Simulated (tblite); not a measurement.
Record of a relaxation.

Compound: C₄H₁₂OSeSi₂.
Numbering: `[CH3:1][C:2]1([CH3:3])[CH2:4][Si@H:5]([O:6][SiH3:7])[Se:8]1` (hydrogens: H9, H10, H11 on C1; H12, H13, H14 on C3; H15, H16 on C4; H17 on Si5; H18, H19, H20 on Si7)

Computed with GFN2-xTB (tblite), gas phase: L-BFGS steps from a force-field or distance-geometry start until the largest atomic force falls under 0.01 eV/Å. 5 of its 127 geometries are shown.

Step 0: E = -693.3277 eV, largest atomic force 3.040 eV/Å
```
atom  x, y, z in Å  |  force x, y, z in eV/Å
C1     -1.899    1.327    0.250   -0.632   0.289   0.075
C2     -1.310    0.044   -0.329   -0.416  -0.392   1.186
C3     -2.367   -1.052   -0.460   -0.602   0.012  -0.209
C4     -0.096   -0.442    0.511   -0.241  -0.502   1.332
Si5     1.218   -0.295   -0.770    1.442   1.548  -0.903
O6      2.300    0.996   -0.442    0.429  -2.830   1.024
Si7     3.479    0.351    0.633   -0.114   0.887  -0.369
Se8    -0.475    0.411   -2.071    0.254   0.282  -0.993
H9     -2.318    1.144    1.266    0.269   0.092  -0.684
H10    -1.135    2.120    0.326   -0.330  -0.408  -0.081
H11    -2.725    1.697   -0.411    0.671  -0.264   0.549
H12    -1.941   -1.970   -0.906   -0.195   0.522   0.225
H13    -3.200   -0.695   -1.116    0.667  -0.320   0.471
H14    -2.800   -1.304    0.528    0.272   0.139  -0.466
H15     0.130    0.217    1.388   -0.515  -0.635  -0.512
H16    -0.189   -1.506    0.858   -0.258   1.054  -0.041
H17     1.836   -1.554   -1.209    0.012   0.243   0.022
H18     4.206   -0.762   -0.007   -0.303   0.248   0.038
H19     4.442    1.405    0.992   -0.418  -0.034  -0.304
H20     2.840   -0.122    1.880    0.012   0.070  -0.359
```

Step 32: E = -694.1359 eV, largest atomic force 0.158 eV/Å
```
atom  x, y, z in Å  |  force x, y, z in eV/Å
C1     -2.000    1.325    0.323    0.033  -0.068  -0.025
C2     -1.374    0.083   -0.288    0.007  -0.012   0.009
C3     -2.418   -0.988   -0.554    0.039   0.048  -0.016
C4     -0.187   -0.486    0.518   -0.043   0.004   0.002
Si5     1.164   -0.487   -0.808    0.030   0.040   0.040
O6      2.510    0.270   -0.320    0.029  -0.050   0.010
Si7     3.763    0.364    0.722   -0.029   0.130  -0.085
Se8    -0.408    0.614   -2.035   -0.054   0.064   0.013
H9     -2.427    1.095    1.301    0.049  -0.014  -0.048
H10    -1.254    2.112    0.438   -0.057  -0.046   0.018
H11    -2.797    1.693   -0.324    0.052   0.016   0.036
H12    -1.960   -1.863   -1.015   -0.044   0.047  -0.003
H13    -3.204   -0.615   -1.209    0.049  -0.007  -0.022
H14    -2.875   -1.290    0.392    0.046   0.016  -0.074
H15     0.074    0.178    1.343   -0.053  -0.056   0.056
H16    -0.431   -1.464    0.928   -0.003   0.044   0.117
H17     1.556   -1.731   -1.454    0.034  -0.069   0.045
H18     4.760   -0.602    0.278   -0.006  -0.067  -0.022
H19     4.226    1.742    0.608   -0.048   0.014  -0.038
H20     3.279    0.061    2.068   -0.031  -0.035  -0.012
```

Step 63: E = -694.2243 eV, largest atomic force 0.062 eV/Å
```
atom  x, y, z in Å  |  force x, y, z in eV/Å
C1     -2.030    1.301    0.467   -0.001  -0.015  -0.009
C2     -1.325    0.142   -0.210    0.016  -0.019  -0.006
C3     -2.299   -0.866   -0.793   -0.019  -0.001   0.000
C4     -0.285   -0.549    0.690    0.044  -0.029   0.017
Si5     1.096   -0.786   -0.591    0.017  -0.046   0.012
O6      2.616   -0.432   -0.190   -0.010   0.036   0.050
Si7     3.775    0.450    0.538    0.004   0.040  -0.001
Se8    -0.097    0.787   -1.731   -0.013   0.040  -0.013
H9     -2.552    0.948    1.357   -0.008  -0.032  -0.020
H10    -1.312    2.060    0.771   -0.004  -0.002  -0.017
H11    -2.756    1.761   -0.201    0.023  -0.011  -0.029
H12    -1.757   -1.675   -1.279   -0.022  -0.002   0.011
H13    -2.951   -0.400   -1.530    0.021   0.035   0.009
H14    -2.921   -1.291   -0.005    0.015   0.027   0.019
H15     0.026    0.126    1.488    0.023   0.008   0.013
H16    -0.690   -1.443    1.160   -0.016  -0.013   0.011
H17     1.238   -2.096   -1.216   -0.036   0.026  -0.025
H18     4.995   -0.271    0.200    0.008  -0.007  -0.032
H19     3.728    1.813    0.017   -0.011  -0.021  -0.030
H20     3.497    0.433    1.972   -0.029  -0.013   0.041
```

Step 94: E = -694.2346 eV, largest atomic force 0.027 eV/Å
```
atom  x, y, z in Å  |  force x, y, z in eV/Å
C1     -2.015    1.290    0.479    0.003   0.002  -0.002
C2     -1.300    0.135   -0.193    0.004   0.000   0.011
C3     -2.284   -0.835   -0.819   -0.005   0.003   0.007
C4     -0.298   -0.595    0.719    0.007  -0.004   0.015
Si5     1.099   -0.844   -0.539    0.014   0.009   0.005
O6      2.602   -0.521   -0.060    0.007   0.005   0.002
Si7     3.754    0.481    0.511   -0.013  -0.016  -0.002
Se8    -0.021    0.801   -1.657   -0.013  -0.003  -0.021
H9     -2.617    0.919    1.309    0.004  -0.007  -0.010
H10    -1.302    2.016    0.866    0.006  -0.004  -0.013
H11    -2.670    1.794   -0.230    0.003   0.005   0.004
H12    -1.762   -1.668   -1.287    0.003   0.007  -0.007
H13    -2.890   -0.337   -1.573    0.008   0.011  -0.010
H14    -2.948   -1.231   -0.050   -0.010  -0.013   0.010
H15     0.029    0.068    1.522   -0.011  -0.007   0.024
H16    -0.736   -1.478    1.181   -0.011  -0.006  -0.002
H17     1.227   -2.120   -1.227   -0.010  -0.009  -0.010
H18     4.985   -0.200    0.130    0.001   0.005   0.006
H19     3.590    1.784   -0.127    0.005   0.012   0.006
H20     3.548    0.551    1.958    0.010   0.010  -0.015
```

Step 126: E = -694.2372 eV, largest atomic force 0.010 eV/Å
```
atom  x, y, z in Å  |  force x, y, z in eV/Å
C1     -1.978    1.291    0.484    0.002  -0.003   0.001
C2     -1.297    0.116   -0.189   -0.003  -0.006   0.004
C3     -2.308   -0.815   -0.832   -0.002   0.001  -0.003
C4     -0.328   -0.653    0.728    0.005   0.003   0.000
Si5     1.108   -0.871   -0.492   -0.004  -0.001  -0.003
O6      2.595   -0.517    0.017   -0.003  -0.003   0.004
Si7     3.755    0.524    0.490    0.001   0.003   0.003
Se8     0.005    0.762   -1.642   -0.001  -0.001  -0.002
H9     -2.615    0.935    1.293    0.005  -0.003   0.008
H10    -1.244    1.980    0.895    0.005   0.001  -0.001
H11    -2.595    1.832   -0.232   -0.001   0.001  -0.004
H12    -1.807   -1.654   -1.311    0.002   0.002  -0.002
H13    -2.891   -0.285   -1.583   -0.007   0.000  -0.003
H14    -2.988   -1.203   -0.073   -0.002   0.001  -0.005
H15    -0.036   -0.034    1.577    0.001   0.003   0.002
H16    -0.787   -1.557    1.127    0.008   0.004  -0.002
H17     1.263   -2.144   -1.181   -0.003  -0.001   0.000
H18     4.986   -0.152    0.096   -0.006  -0.004   0.001
H19     3.556    1.796   -0.197   -0.003   0.003  -0.002
H20     3.601    0.659    1.937    0.003   0.003   0.005
```

Task: Summarise the path.

Result: The energy falls by 0.9095 eV from step 0 to step 126; nine tenths of that is first reached at step 35. It falls at every step. The largest force goes from 3.040 to 0.010 eV/Å. Among the bonds Si5–O6 changes most, from 1.716 to 1.610 Å; the atoms move by 0.761 Å rms after alignment.

Task: Follow the three bonds and two angles with the largest change from start to end.

Result: 
```json
{"step": "0", "E above end (eV)": "0.9095", "largest force (eV/Å)": "3.040", "Si5–O6 (Å)": "1.716", "O6–Si7 (Å)": "1.722", "C2–Se8 (Å)": "1.966", "Si5–O6–Si7 (°)": "105.6", "O6–Si5–H17 (°)": "115.9"}
{"step": "5", "E above end (eV)": "0.3620", "largest force (eV/Å)": "0.417", "Si5–O6 (Å)": "1.629", "O6–Si7 (Å)": "1.633", "C2–Se8 (Å)": "2.088", "Si5–O6–Si7 (°)": "119.3", "O6–Si5–H17 (°)": "110.3"}
{"step": "11", "E above end (eV)": "0.2667", "largest force (eV/Å)": "0.366", "Si5–O6 (Å)": "1.623", "O6–Si7 (Å)": "1.635", "C2–Se8 (Å)": "2.058", "Si5–O6–Si7 (°)": "124.3", "O6–Si5–H17 (°)": "107.5"}
{"step": "16", "E above end (eV)": "0.1934", "largest force (eV/Å)": "0.289", "Si5–O6 (Å)": "1.613", "O6–Si7 (Å)": "1.630", "C2–Se8 (Å)": "2.048", "Si5–O6–Si7 (°)": "131.4", "O6–Si5–H17 (°)": "106.6"}
{"step": "22", "E above end (eV)": "0.1490", "largest force (eV/Å)": "0.237", "Si5–O6 (Å)": "1.624", "O6–Si7 (Å)": "1.637", "C2–Se8 (Å)": "2.073", "Si5–O6–Si7 (°)": "137.8", "O6–Si5–H17 (°)": "107.1"}
{"step": "27", "E above end (eV)": "0.1198", "largest force (eV/Å)": "0.164", "Si5–O6 (Å)": "1.617", "O6–Si7 (Å)": "1.631", "C2–Se8 (Å)": "2.051", "Si5–O6–Si7 (°)": "148.3", "O6–Si5–H17 (°)": "107.2"}
{"step": "33", "E above end (eV)": "0.0970", "largest force (eV/Å)": "0.163", "Si5–O6 (Å)": "1.617", "O6–Si7 (Å)": "1.633", "C2–Se8 (Å)": "2.062", "Si5–O6–Si7 (°)": "150.2", "O6–Si5–H17 (°)": "107.9"}
{"step": "38", "E above end (eV)": "0.0725", "largest force (eV/Å)": "0.135", "Si5–O6 (Å)": "1.616", "O6–Si7 (Å)": "1.629", "C2–Se8 (Å)": "2.062", "Si5–O6–Si7 (°)": "157.3", "O6–Si5–H17 (°)": "106.2"}
{"step": "44", "E above end (eV)": "0.0509", "largest force (eV/Å)": "0.151", "Si5–O6 (Å)": "1.613", "O6–Si7 (Å)": "1.632", "C2–Se8 (Å)": "2.057", "Si5–O6–Si7 (°)": "158.9", "O6–Si5–H17 (°)": "104.8"}
{"step": "49", "E above end (eV)": "0.0374", "largest force (eV/Å)": "0.136", "Si5–O6 (Å)": "1.612", "O6–Si7 (Å)": "1.631", "C2–Se8 (Å)": "2.056", "Si5–O6–Si7 (°)": "158.1", "O6–Si5–H17 (°)": "105.2"}
{"step": "55", "E above end (eV)": "0.0265", "largest force (eV/Å)": "0.132", "Si5–O6 (Å)": "1.610", "O6–Si7 (Å)": "1.631", "C2–Se8 (Å)": "2.061", "Si5–O6–Si7 (°)": "160.2", "O6–Si5–H17 (°)": "104.3"}
{"step": "60", "E above end (eV)": "0.0164", "largest force (eV/Å)": "0.109", "Si5–O6 (Å)": "1.612", "O6–Si7 (Å)": "1.627", "C2–Se8 (Å)": "2.053", "Si5–O6–Si7 (°)": "155.8", "O6–Si5–H17 (°)": "102.7"}
{"step": "66", "E above end (eV)": "0.0104", "largest force (eV/Å)": "0.064", "Si5–O6 (Å)": "1.611", "O6–Si7 (Å)": "1.630", "C2–Se8 (Å)": "2.059", "Si5–O6–Si7 (°)": "154.4", "O6–Si5–H17 (°)": "102.8"}
{"step": "71", "E above end (eV)": "0.0060", "largest force (eV/Å)": "0.034", "Si5–O6 (Å)": "1.611", "O6–Si7 (Å)": "1.630", "C2–Se8 (Å)": "2.056", "Si5–O6–Si7 (°)": "152.6", "O6–Si5–H17 (°)": "104.2"}
{"step": "77", "E above end (eV)": "0.0049", "largest force (eV/Å)": "0.035", "Si5–O6 (Å)": "1.610", "O6–Si7 (Å)": "1.629", "C2–Se8 (Å)": "2.056", "Si5–O6–Si7 (°)": "152.0", "O6–Si5–H17 (°)": "104.0"}
{"step": "82", "E above end (eV)": "0.0042", "largest force (eV/Å)": "0.026", "Si5–O6 (Å)": "1.611", "O6–Si7 (Å)": "1.630", "C2–Se8 (Å)": "2.055", "Si5–O6–Si7 (°)": "151.9", "O6–Si5–H17 (°)": "103.6"}
{"step": "88", "E above end (eV)": "0.0036", "largest force (eV/Å)": "0.026", "Si5–O6 (Å)": "1.611", "O6–Si7 (Å)": "1.629", "C2–Se8 (Å)": "2.057", "Si5–O6–Si7 (°)": "151.8", "O6–Si5–H17 (°)": "103.4"}
{"step": "93", "E above end (eV)": "0.0028", "largest force (eV/Å)": "0.030", "Si5–O6 (Å)": "1.611", "O6–Si7 (Å)": "1.630", "C2–Se8 (Å)": "2.055", "Si5–O6–Si7 (°)": "152.4", "O6–Si5–H17 (°)": "103.5"}
{"step": "99", "E above end (eV)": "0.0019", "largest force (eV/Å)": "0.030", "Si5–O6 (Å)": "1.611", "O6–Si7 (Å)": "1.629", "C2–Se8 (Å)": "2.057", "Si5–O6–Si7 (°)": "152.5", "O6–Si5–H17 (°)": "103.8"}
{"step": "104", "E above end (eV)": "0.0013", "largest force (eV/Å)": "0.018", "Si5–O6 (Å)": "1.610", "O6–Si7 (Å)": "1.630", "C2–Se8 (Å)": "2.055", "Si5–O6–Si7 (°)": "152.8", "O6–Si5–H17 (°)": "104.0"}
{"step": "110", "E above end (eV)": "0.0008", "largest force (eV/Å)": "0.019", "Si5–O6 (Å)": "1.610", "O6–Si7 (Å)": "1.630", "C2–Se8 (Å)": "2.057", "Si5–O6–Si7 (°)": "152.9", "O6–Si5–H17 (°)": "104.2"}
{"step": "115", "E above end (eV)": "0.0004", "largest force (eV/Å)": "0.014", "Si5–O6 (Å)": "1.610", "O6–Si7 (Å)": "1.630", "C2–Se8 (Å)": "2.056", "Si5–O6–Si7 (°)": "153.1", "O6–Si5–H17 (°)": "104.2"}
{"step": "121", "E above end (eV)": "0.0002", "largest force (eV/Å)": "0.016", "Si5–O6 (Å)": "1.611", "O6–Si7 (Å)": "1.630", "C2–Se8 (Å)": "2.057", "Si5–O6–Si7 (°)": "153.1", "O6–Si5–H17 (°)": "104.0"}
{"step": "126", "E above end (eV)": "0.0000", "largest force (eV/Å)": "0.010", "Si5–O6 (Å)": "1.610", "O6–Si7 (Å)": "1.630", "C2–Se8 (Å)": "2.056", "Si5–O6–Si7 (°)": "152.8", "O6–Si5–H17 (°)": "104.1"}
```

What follows is the cost of the whole relaxation. Time: 2.2 s wall. Hardware: one thread of an Arm Neoverse N1 (shared host).
